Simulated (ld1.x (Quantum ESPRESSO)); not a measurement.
Building the TM potential for cadmium (PBE, scalar-relativistic).

The input file (ld1.x (Quantum ESPRESSO) 7.5):

```
&input
   title='Cd', zed=48., rel=1, dft='PBE', iswitch=3,
   config='[Kr] 4d10 5s2 5p0',
   nld=3, rlderiv=1.95, eminld=-7.0, emaxld=5.0, deld=0.02
 /
 &inputp
   pseudotype=2, tm=.true., lloc=0,
   nlcc=.false.,
   file_pseudopw='Cd.UPF', file_wfcaegen='ae.wfc', file_wfcncgen='nc.wfc', file_beta='beta', file_chi='chi'
 /
3
4P  2  1   6.00   0.00  1.35  1.35  0.0
4D  3  2  10.00   0.00  1.40  1.40  0.0
5S  1  0   2.00   0.00  1.80  1.80  0.0
 &test
   configts(1)='4p6 4d10 5s2 5p0'
 /
```

Command:

```bash
ld1.x < Cd.in > Cd.out
```

Resulting log (shortened: banner, matrices, multipoles, cross overlaps and the repeated all-electron block are left out):

```
Program LD1 v.7.5
     --------------------------- All-electron run ----------------------------

     Cd
     scalar relativistic calculation

     atomic number is 48.00
     dft =PBE   lsd =0 sic =0 latt =0  beta=0.20 tr2=1.0E-14
     Exchange-correlation= PBE
                           (   1   4   3   4   0   0   0)
     mesh =1239 r(mesh) =  99.86297 a.u. xmin = -7.00 dx = 0.01250
     1 Ry =  13.60569312 eV, c = 137.03599908

     n l     nl                  e(Ry)          e(Ha)          e(eV)
     1 0     1S 1( 2.00)     -1949.6083      -974.8042    -26525.7728
     2 0     2S 1( 2.00)      -289.4416      -144.7208     -3938.0529
     2 1     2P 1( 6.00)      -259.7080      -129.8540     -3533.5072
     3 0     3S 1( 2.00)       -53.9458       -26.9729      -733.9697
     3 1     3P 1( 6.00)       -44.1926       -22.0963      -601.2706
     4 0     4S 1( 2.00)        -7.7848        -3.8924      -105.9175
     4 1     4P 1( 6.00)        -4.9220        -2.4610       -66.9671
     3 2     3D 1(10.00)       -28.9318       -14.4659      -393.6377
     4 2     4D 1(10.00)        -0.8624        -0.4312       -11.7329
     5 0     5S 1( 2.00)        -0.4159        -0.2080        -5.6592
     5 1     5P 1( 0.00)        -0.0870        -0.0435        -1.1835

     final scf error:  7.0E-15 reached in  26 iterations

     Etot =  -11189.313619 Ry,   -5594.656809 Ha, -152238.367353 eV

     Ekin =   11643.488319 Ry,    5821.744159 Ha,  158417.728944 eV
     Encl =  -27054.241347 Ry,  -13527.120673 Ha, -368091.705440 eV
     Eh   =    4530.042769 Ry,    2265.021385 Ha,   61634.371750 eV
     Exc  =    -308.603360 Ry,    -154.301680 Ha,   -4198.762607 eV

     normalization and overlap integrals

     s(1S/1S) =  1.000000  <r> =   0.0304  <r2> =    0.0012  r(max) =   0.0196
     s(2S/2S) =  1.000000  <r> =   0.1317  <r2> =    0.0204  r(max) =   0.1112
     s(2P/2P) =  1.000000  <r> =   0.1149  <r2> =    0.0161  r(max) =   0.0888
     s(3S/3S) =  1.000000  <r> =   0.3583  <r2> =    0.1468  r(max) =   0.3259
     s(3P/3P) =  1.000000  <r> =   0.3571  <r2> =    0.1480  r(max) =   0.3178
     s(4S/4S) =  1.000000  <r> =   0.8791  <r2> =    0.8757  r(max) =   0.7916
     s(4P/4P) =  1.000000  <r> =   0.9602  <r2> =    1.0567  r(max) =   0.8427
     s(3D/3D) =  1.000000  <r> =   0.3347  <r2> =    0.1333  r(max) =   0.2668
     s(4D/4D) =  1.000000  <r> =   1.2895  <r2> =    2.0329  r(max) =   0.9790
     s(5S/5S) =  1.000000  <r> =   2.8995  <r2> =    9.7602  r(max) =   2.3486
     s(5P/5P) =  1.000000  <r> =   4.5624  <r2> =   25.1869  r(max) =   3.3328

     ------------------------ End of All-electron run ------------------------

     --------------------- Generating NC pseudopotential ---------------------

      Generating local pot.: lloc=0, matching radius rcloc =   1.8000

      Wfc   4P  rcut= 1.355  Using Troullier-Martins method

      Wfc   4D  rcut= 1.389  Using Troullier-Martins method

     ------------------- End of pseudopotential generation -------------------

     Computing logarithmic derivative in   1.95926
     Computing logarithmic derivative in   1.95926
     Computing the partial wave expansion
       no projector for channel:   0
     R is outside the sphere for l=    1 j= 0.00
     R is outside the sphere for l=    2 j= 0.00

     ---------------------- Testing the pseudopotential ----------------------

     Cd
     scalar relativistic calculation

     atomic number is 48.00   valence charge is 18.00
     dft =PBE   lsd =0 sic =0 latt =0  beta=0.20 tr2=1.0E-14
     mesh =1239 r(mesh) =  99.86297 xmin = -7.00 dx = 0.01250

     n l     nl             e AE (Ry)        e PS (Ry)    De AE-PS (Ry)
     2 1     4P   1( 6.00)       -4.92199       -4.92200        0.00002
     3 2     4D   1(10.00)       -0.86235       -0.86236        0.00001
     1 0     5S   1( 2.00)       -0.41595       -0.41595       -0.00000
     3 1     5P   1( 0.00)       -0.08698       -0.05512       -0.03187  !

     eps = 8.9E-15  iter = 41

     Etot =  -11189.313619 Ry,   -5594.656809 Ha, -152238.367353 eV
     Etotps =  -257.130455 Ry,    -128.565228 Ha,   -3498.438065 eV

     Ekin =     114.351396 Ry,      57.175698 Ha,    1555.830006 eV
     Encl =    -410.582889 Ry,    -205.291444 Ha,   -5586.264787 eV
     Ehrt =     225.865435 Ry,     112.932717 Ha,    3073.055793 eV
     Ecxc =     -25.564165 Ry,     -12.782082 Ha,    -347.818177 eV
     Epseu=    -161.200233 Ry,     -80.600116 Ha,   -2193.240900 eV

     ---------------------- End of pseudopotential test ----------------------
```

Generation and configuration tests took about 2.1 s on one core of a shared server CPU.
